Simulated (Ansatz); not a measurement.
Relaxation of CH$_{7}$BrGe (10 atoms, charge 0, multiplicity 1), to a largest force component of 0.03 eV/Å in at most 50 steps.

All numbers below come from RKS LDA/def2-SVP in Ansatz.

```xyz
10
Properties=species:S:1:pos:R:3:forces:R:3
Ge 0.317 -0.347 -0.714 0.36 -0.62 0.17
H -0.412 0.449 1.831 -0.52 1.06 -1.36
H 1.634 0.072 -1.402 0.00 0.00 -0.02
C -0.686 1.232 -0.236 -0.02 0.02 0.01
H -1.664 0.996 0.227 0.01 -0.01 0.00
H -0.114 1.914 0.423 0.00 0.02 0.00
H -0.866 1.746 -1.207 0.00 -0.01 0.01
H -0.533 -1.243 -1.641 0.00 0.00 0.00
Br 1.038 -1.830 0.994 -0.19 0.39 -0.61
H -0.262 0.108 2.456 0.36 -0.86 1.82
```

**Question.** Where does it end, and by what steps?

**Answer.** The forces met the threshold. The force dipped under the threshold on the way, but the program's further checks kept it going. After 15 steps the energy has fallen by 0.342 eV; H2 moved furthest, 1.22 Å.

| step | energy less start (eV) | largest force component (eV/Å) | accepted |
| --- | --- | --- | --- |
| 0 | 0.0000 | 1.816 | yes |
| 1 | -0.1689 | 0.134 | yes |
| 2 | -0.2248 | 0.214 | yes |
| 3 | -0.2607 | 0.367 | yes |
| 4 | -0.2824 | 0.158 | yes |
| 5 | -0.2910 | 0.230 | yes |
| 6 | -0.3095 | 0.121 | yes |
| 7 | -0.3131 | 0.085 | yes |
| 8 | -0.3134 | 0.082 | yes |
| 9 | -0.1899 | 1.939 | no |
| 10 | -0.3216 | 0.070 | yes |
| 11 | -0.3327 | 0.073 | yes |
| 12 | -0.3401 | 0.079 | yes |
| 13 | -0.3423 | 0.015 | yes |
| 14 | -0.3422 | 0.061 | no |
| 15 | -0.3424 | 0.007 | yes |

```xyz
10
Properties=species:S:1:pos:R:3
Ge 0.368 -0.374 -0.988
H -0.688 0.704 2.995
H 1.698 0.015 -1.669
C -0.623 1.158 -0.368
H -1.537 0.827 0.164
H 0.000 1.754 0.330
H -0.911 1.790 -1.234
H -0.470 -1.292 -1.904
Br 0.937 -1.649 0.853
H -0.321 0.166 2.554
```

Whether the end is a true minimum wasn't checked by a vibrational analysis.

Run time: 13 s on 4 threads of Arm Neoverse V1 (shared host), peak memory 0.17 GiB.
